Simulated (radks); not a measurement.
The numbers below are computed, except where a source is named.
Problem. Cd2+, configuration [Ar] 3d10 4s2 4p5 4d10 5d1 (not the ground configuration). Level of theory: scalar-relativistic Kohn-Sham, TASK exchange with Perdew-Wang LDA correlation, spin-polarised, spherical densities, finite nucleus; open shells are filled with parallel spins first (spin-orbit coupling, left out, can overturn this in heavy ions); meta-GGA in the generalised Kohn-Sham scheme; Fermi nuclear charge, rms radius 4.6087 fm (a radial shooting solver on a logarithmic mesh with Libxc functionals). Some entries of the table are withheld. Estimate them.

| orbital | occ. | eigenvalue (eV) | r(max) (bohr) |
|---|---|---|---|
| 1s up | 1 | -26611.65 | 0.01968 |
| 1s down | 1 | -26611.27 | 0.01968 |
| 2s up | 1 | -3997.365 | 0.1113 |
| 2s down | 1 | -3997.107 | 0.1113 |
| 2p up | 3 | -3589.030 | 0.08899 |
| 2p down | 3 | -3588.629 | 0.08900 |
| 3s up | 1 | -777.5651 | 0.3240 |
| 3s down | 1 | -777.2566 | 0.3240 |
| 3p up | 3 | -642.8125 | 0.3171 |
| 3p down | 3 | -642.4269 | 0.3171 |
| 3d up | 5 | -431.2121 | 0.2659 |
| 3d down | 5 | -430.7579 | 0.2659 |
| 4s up | 1 | -140.9109 | 0.7965 |
| 4s down | 1 | -139.4456 | 0.7976 |
| 4p up | 3 | (1) | 0.8445 |
| 4p down | 2 | (2) | 0.8463 |
| 4d up | 5 | -41.2630 | 0.9614 |
| 4d down | 5 | -40.1849 | 0.9668 |
| 5d up | 1 | -9.0216 | 4.133 |

Solution. 
(1) 4p up eigenvalue (eV): -100.5587
(2) 4p down eigenvalue (eV): -99.1872
